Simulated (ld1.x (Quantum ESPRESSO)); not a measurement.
**What the settings do to the TM semilocal potential of hydrogen (H)**

Base potential:

- Element: hydrogen
- Generator: ld1.x (Quantum ESPRESSO) 7.5
- Type: norm-conserving Troullier–Martins (semilocal form)
- Functional: LDA (PZ)
- Relativity: scalar-relativistic
- Frozen core: none
- Valence charge: 1
- Reference configuration: 1s1
- Partial waves: 1s (bound): rc 1.35 bohr; 2p channel at -0.05 Ry: rc 1.10 bohr
- Local potential: the p channel
- Core correction: none

All-electron outer shells of the reference configuration (LDA (PZ), scalar-relativistic, ld1.x):

```csv
shell,level (eV),outermost node (bohr),outermost maximum (bohr)
1s,-6.36,–,1.05
```

Cutoffs, loose and tight: the cutoffs (Ry, on a coarse ladder) from which the occupation-weighted sum of valence levels, in a spherical-Bessel basis at the reference potential, stays within 10 and 1 mRy of its value at 400 Ry. They do not see the model core or the augmentation charge, which bear on the density cutoff. Test errors are all-electron minus pseudo excitation energies from the reference, over the configurations 1s0.5 (two spin-polarised tests are not counted in the largest error). A dash means not determined; rows that change the core or the reference have their own tests.

A semilocal file is local in each channel, so a ghost entry of none says nothing of the separable form that plane-wave codes build from it.

| change | outcome | cutoff, loose | cutoff, tight | bound ghosts |
| --- | --- | --- | --- | --- |
| base | generated | 18 Ry | 30 Ry | none |
| wave 1s (bound): rc 1.35 bohr becomes 1s (bound): rc 0.90 bohr | generated | 30 Ry | 50 Ry | none |
| wave 1s (bound): rc 1.35 bohr becomes 1s (bound): rc 1.08 bohr | generated | 21 Ry | 40 Ry | none |
| wave 1s (bound): rc 1.35 bohr becomes 1s (bound): rc 1.42 bohr | generated | 18 Ry | 30 Ry | none |
| wave 1s (bound): rc 1.35 bohr becomes 1s (bound): rc 1.76 bohr | generated | 12 Ry | 21 Ry | none |

(1) What comes out with this change to the base: wave 1s (bound): rc 1.35 bohr becomes 1s (bound): rc 2.06 bohr?

(2) What comes out with this change to the base: wave 1s (bound): rc 1.35 bohr becomes 1s (bound): rc 1.24 bohr?

(3) What comes out with this change to the base: wave 1s (bound): rc 1.35 bohr becomes 1s (bound): rc 1.64 bohr?

## Answers

(1) outcome: generated; cutoff, loose: 10 Ry; cutoff, tight: 18 Ry; bound ghosts: none.

(2) outcome: generated; cutoff, loose: 18 Ry; cutoff, tight: 35 Ry; bound ghosts: none.

(3) outcome: generated; cutoff, loose: 15 Ry; cutoff, tight: 25 Ry; bound ghosts: none.

Reading the sweep of the s radius (base included, trends over the rows without a ghost): The loose cutoff falls from 30 Ry at 0.9 to 10 Ry at 2.06 bohr. A larger radius leaves more room for a smooth pseudo-wave, so fewer plane waves are needed; a smaller one forces it to follow the all-electron wave where it bends sharply.
